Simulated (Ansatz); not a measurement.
Species: tribromo(ethyl)germane, C$_{2}$H$_{5}$Br$_{3}$Ge, net charge 0, singlet state. 
Coordinates optimised at B3LYP-D3(BJ)/def2-TZVP (Ansatz, an electronic-structure program):
```
C
H 1 1.0911
H 1 1.0911 2 108.00
C 1 1.5245 2 112.27 3 -124.31
H 4 1.0905 1 111.43 2 -179.43
H 4 1.0905 5 108.05 1 -122.73
H 4 1.0917 5 107.85 6 -116.34
Ge 1 1.9593 2 105.47 3 112.40
Br 8 2.3176 1 110.93 2 -57.08
Br 8 2.3205 1 110.61 2 -177.34
Br 8 2.3205 1 110.61 2 63.17
```

Wanted: atomisation energy (electronic, to ground-state atoms), in kcal/mol. Valence correlation only, unless marked. Open shells are spin-unrestricted. Spin-orbit coupling is left out. The frozen core is the preceding noble-gas configuration, with the filled d and f shells of earlier blocks. Non-relativistic. The coupled-cluster limit lacks core correlation, which all-electron functionals hold. Basis-set limits of correlation are two-point, X^-3; Hartree-Fock from the larger set. The bracket is a focal-point correction in the basis named.

| level | program | atomisation energy (kcal/mol) |
|---|---|---|
| HF/cc-pVDZ | Ansatz | 646.7 |
| HF/cc-pVTZ | Ansatz | 658.7 |
| BLYP-D3(BJ)/def2-TZVPD | Ansatz + dftd3 | 881.3 |
| PBE0-D3(BJ)/def2-TZVPD | Ansatz + dftd3 | 899.6 |
| CCSD/aug-cc-pVDZ | Ansatz | 819.4 |
| CCSD/aug-cc-pVTZ | Ansatz | 856.8 |
| CCSD/cc-pVTZ | Ansatz | 850.8 |
| CCSD(T)/cc-pVDZ | Ansatz | 817.9 |
| RI-MP2/CBS(cc-pVTZ,cc-pVQZ)+[CCSD(T)-MP2]/cc-pVTZ | Ansatz | 892.9 |
| CCSD(T)/CBS(cc-pVTZ,cc-pVQZ) | Ansatz | 893.6 |
